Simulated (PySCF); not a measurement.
## Pt⁻ (platinum, charge -1) across methods

[Xe] 4f14 5d9 6s2, 2D determinant. All numbers are calculated (PySCF 2.14, scalar relativity through the core potential, in aug-cc-pVTZ-PP with ECP60MDF).

| method | E (hartree) | mean ε 5d β (eV) | mean ε 6s α (eV) | mean ε 6s β (eV) | Σ⟨r²⟩ (bohr²) | ⟨S²⟩ |
| --- | --- | --- | --- | --- | --- | --- |
| PBE0 | -119.4342 | -0.539 | -0.133 | 0.031 | 74.07 | 0.755 |
| B97-3 | -119.4661 | -0.646 | -0.106 | 0.085 | 75.21 | 0.754 |
| UHF | -118.53137 | -4.417 | -1.484 | -0.812 | 81.27 | 0.775 |
| r2SCAN | -119.4909 | 0.731 | -0.058 | 0.427 | 72.65 | 0.759 |
| PBE | -119.4895 | 0.803 | 0.121 | 0.549 | 74.51 | 0.755 |
| wB97M-V | -119.3427 | -2.891 | -1.853 | -1.606 | 74.21 | 0.754 |
| BP86 | -119.5928 | 0.691 | -0.002 | 0.400 | 73.74 | 0.754 |
| LC-wPBE | -119.4373 | -3.082 | -2.006 | -1.737 | 73.02 | 0.754 |

**Question.** Estimate the same row for LDA.

**Answer.** E (hartree) = -119.2729; mean ε 5d β (eV) = 0.724; mean ε 6s α (eV) = -0.039; mean ε 6s β (eV) = 0.314; Σ⟨r²⟩ (bohr²) = 73.44; ⟨S²⟩ = 0.753.

Energies and moments cover only the electrons outside the core potential. Spin-orbit coupling, absent here, splits the open shell strongly.

The highest occupied level is positive at PBE0, LDA, B97-3, r2SCAN, PBE, BP86: only the finite basis holds that electron, which in a density functional comes from self-interaction.
